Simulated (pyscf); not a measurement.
**HO–SiH₂–O–SiH₂–Cl, singlet**

Gas-phase minimum from PySCF at ωB97X-D3(BJ)/def2-SVP, one conformer. 

```
O
Si 1 1.6426
Si 1 1.6747 2 132.28
O 3 1.6576 1 109.61 2 -22.88
H 4 0.9649 3 116.36 1 64.60
H 3 1.4784 4 107.14 5 -177.89
H 2 1.4789 1 110.00 3 -150.80
H 2 1.4808 7 112.28 1 125.35
H 3 1.4864 6 112.18 4 -123.38
Cl 2 2.0839 7 107.69 8 117.38
```
Charge 0, spin multiplicity 1.

Properties at ωB97X-D3(BJ)/def2-SVP:

```
Quantity                                                                                                                                                                                                                                          Value
---------------------------------------------------------------------------------------------------------------------  --------------------------------------------------------------------------------------------------------------------------------
Harmonic wavenumbers, unscaled                                                                                         53, 62, 107, 248, 350, 411, 537, 641, 662, 676, 744, 763, 862, 899, 918, 972, 998, 1003, 1083, 2282, 2312, 2325, 2330, 3901 cm⁻¹
Zero-point energy                                                                                                                                                                                                                         35.9 kcal/mol
Rotational symmetry number                                                                                                                                                                                                                            1
Entropy of this conformer at 298 K and 1 atm, rigid rotor and harmonic oscillator, modes under 100 cm⁻¹ raised to 100                                                                                                                   357.9 J/(mol K)
Dipole moment                                                                                                                                                                                                                                    0.82 D
```

Single-point totals, which compare only within one level:

```csv
level,total energy (hartree)
ωB97X-D3(BJ)/def2-TZVP,-1193.02131
PBE/def2-TZVP,-1192.27470
r²SCAN/def2-TZVP,-1192.78075
B3LYP-D3(BJ)/def2-TZVP,-1193.01292
PBE0-D3(BJ)/def2-TZVP,-1192.38244
M06-2X/def2-TZVP,-1192.82772
ωB97M-D3(BJ)/def2-TZVP,-1193.10614
```

Soft torsions are taken as harmonic, which can shift the entropy by several J/(mol K).
